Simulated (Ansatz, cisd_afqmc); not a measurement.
System: Sn, charge 0, triplet.

Total energies in def2-TZVPPD, 4 correlated electrons, 9 frozen orbitals. Radicals and triplets start from unrestricted determinants; spin-orbit coupling is neglected. Correlated methods leave the cores frozen (noble-gas shells, and filled d and f shells in the p block). Past Kr the def2 sets carry scalar-relativistic core potentials. AFQMC/CISD: phaseless, guided by CISD from CCSD amplitudes; bars are statistical, one sigma. Outlying blocks are dropped, and bars are widened where a walk drifts. Over all cases where full CI ran beside it in this data, AFQMC minus full CI had a median of +0.1 mEh and passed +0.4 mEh in a tenth of the cases. Spin-orbit terms, left out, reach several kcal/mol for Br and I, and more for heavier atoms.

```tsv
method	program	energy (Eh)	minus CCSDTQ (mEh)
HF	Ansatz	-213.33996	58.11
MP2	Ansatz	-213.38310	14.97
CCSD	Ansatz	-213.39602	2.05
CCSD(T)	Ansatz	-213.39758	0.49
CCSDT(Q)	Ansatz	-213.39807	0.01
CCSDTQ	Ansatz	-213.39807	0.00
AFQMC/CISD	cisd_afqmc	-213.3979 ± 0.0001	0.2 ± 0.1
```

Ansatz is a first-principles code.
